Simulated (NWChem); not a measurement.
Molecule: SiHSBr, singlet; SMILES S[Si]Br

```xyz
4

Si     1.0623    -0.6326    -0.0076
Br    -0.1815     1.2563     0.0079
S     -0.5673    -2.0290    -0.0116
H      0.2502    -3.1091    -0.0207
```
Atoms are numbered in this order, from 1.

Computed with NWChem. Low-valent species are run as closed-shell singlets; no triplet was tried in these runs. Geometry: optimised at PBE0/def2-SVP. Level: PBE0/def2-SVP with SMD (1 M gas to 1 M solution), gas-phase geometry. Reactions with the solvent are ignored.

For solvent n-hexane:

```yaml
solvation free energy (kcal/mol): -4.5
cavity-dispersion-structure term (kcal/mol): -3.5
dipole in solution (D): 2.23
```

Task: How do the values read with solvent water instead?

Result: 
| Item | Value |
|---|---|
| solvation free energy (kcal/mol) | -2.4 |
| cavity-dispersion-structure term (kcal/mol) | 0.0 |
| dipole in solution (D) | 2.63 |
